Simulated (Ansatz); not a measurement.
Relaxation of C₃H₇BFN (13 atoms, charge 0, multiplicity 1), to a largest force component of 0.015 eV/Å in at most 40 steps.

Theory: RKS LDA/def2-SVP (Ansatz 0.2.0).

```xyz
13
Properties=species:S:1:pos:R:3:forces:R:3
N -1.918 2.000 0.554 -2.90 4.83 1.05
C -1.380 0.902 0.498 3.01 -1.66 -2.91
B -0.354 0.573 -0.631 0.99 -2.70 0.91
C 0.453 -0.852 -0.686 -4.10 0.93 0.67
C 1.384 -1.070 0.434 1.57 -0.70 0.11
F 2.710 -1.207 0.009 -1.00 0.28 0.23
H -1.746 2.789 -0.144 0.38 -1.46 0.27
H -1.575 0.173 1.239 -0.71 -1.42 1.73
H -0.105 1.373 -1.433 0.12 1.25 -1.12
H 0.915 -0.945 -1.629 1.10 -0.40 -1.73
H -0.409 -1.654 -0.621 1.17 0.99 -0.27
H 1.339 -0.242 1.160 0.18 0.22 0.51
H 1.093 -2.018 0.917 0.19 -0.16 0.54
```

Question: Where does it end, and by what steps?

Answer: It converged. After 33 steps the energy has fallen by 1.088 eV; H8 moved furthest, 2.04 Å.

```json
{"step": "0", "energy less start (eV)": "0.0000", "largest force component (eV/Å)": "4.828", "accepted": "yes"}
{"step": "2", "energy less start (eV)": "-0.6573", "largest force component (eV/Å)": "0.858", "accepted": "yes"}
{"step": "4", "energy less start (eV)": "-0.7990", "largest force component (eV/Å)": "0.284", "accepted": "yes"}
{"step": "6", "energy less start (eV)": "-0.8595", "largest force component (eV/Å)": "0.570", "accepted": "yes"}
{"step": "8", "energy less start (eV)": "-0.9266", "largest force component (eV/Å)": "0.564", "accepted": "yes"}
{"step": "10", "energy less start (eV)": "-0.9559", "largest force component (eV/Å)": "0.530", "accepted": "yes"}
{"step": "12", "energy less start (eV)": "-0.9827", "largest force component (eV/Å)": "0.127", "accepted": "yes"}
{"step": "14", "energy less start (eV)": "-0.9957", "largest force component (eV/Å)": "0.366", "accepted": "yes"}
{"step": "16", "energy less start (eV)": "-1.0215", "largest force component (eV/Å)": "0.074", "accepted": "yes"}
{"step": "18", "energy less start (eV)": "-1.0320", "largest force component (eV/Å)": "0.512", "accepted": "no"}
{"step": "20", "energy less start (eV)": "-1.0556", "largest force component (eV/Å)": "0.151", "accepted": "yes"}
{"step": "22", "energy less start (eV)": "-1.0679", "largest force component (eV/Å)": "0.264", "accepted": "yes"}
{"step": "24", "energy less start (eV)": "-1.0721", "largest force component (eV/Å)": "0.484", "accepted": "no"}
{"step": "26", "energy less start (eV)": "-1.0856", "largest force component (eV/Å)": "0.065", "accepted": "yes"}
{"step": "28", "energy less start (eV)": "-1.0871", "largest force component (eV/Å)": "0.077", "accepted": "yes"}
{"step": "30", "energy less start (eV)": "-1.0877", "largest force component (eV/Å)": "0.029", "accepted": "yes"}
{"step": "32", "energy less start (eV)": "-1.0879", "largest force component (eV/Å)": "0.017", "accepted": "yes"}
{"step": "33", "energy less start (eV)": "-1.0879", "largest force component (eV/Å)": "0.011", "accepted": "yes"}
```

```xyz
13
Properties=species:S:1:pos:R:3
N -1.662 2.003 0.658
C -0.547 1.377 0.520
B -0.276 0.563 -0.775
C 0.389 -0.840 -0.762
C 0.959 -1.268 0.562
F 1.817 -0.300 1.024
H -2.157 2.020 -0.262
H 0.111 1.304 1.420
H -0.735 1.010 -1.821
H 1.183 -0.824 -1.551
H -0.343 -1.587 -1.156
H 0.144 -1.404 1.315
H 1.522 -2.230 0.495
```

The run took 68 s on 2 threads of Arm Neoverse V1, on a shared host, peak memory 0.15 GiB.
